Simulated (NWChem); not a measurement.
RbF cation, doublet; SMILES of the neutral closed-shell parent [F][Rb]

```xyz
2

Rb     0.0000     0.0000    -0.6217
F      0.0000     0.0000     2.3240
```
Atoms are numbered in this order, from 1.

Level: PBE0/def2-SVP with def2 effective core potentials on Rb, spin-unrestricted (NWChem), optimised geometry, unscaled harmonic frequencies. The state is orbitally degenerate and is run as one real component. The spin multiplicity was typed, not searched, and may not be the lowest. def2 effective core potentials on Rb; no spin-orbit coupling.

Question: List the harmonic frequencies with IR intensities, and the thermochemistry.

Answer: 
```json
[
 {"frequency (cm⁻¹)": "127", "IR intensity (km/mol)": "3.5"}
]
```

| Item | Result |
|---|---|
| zero-point energy | 0.2 kcal/mol |
| thermal correction to the enthalpy at 298.15 K (with zero-point energy) | 2.7 kcal/mol |
| heat capacity Cv | 6.9 cal/(mol K) |

Rigid rotor and harmonic oscillator.
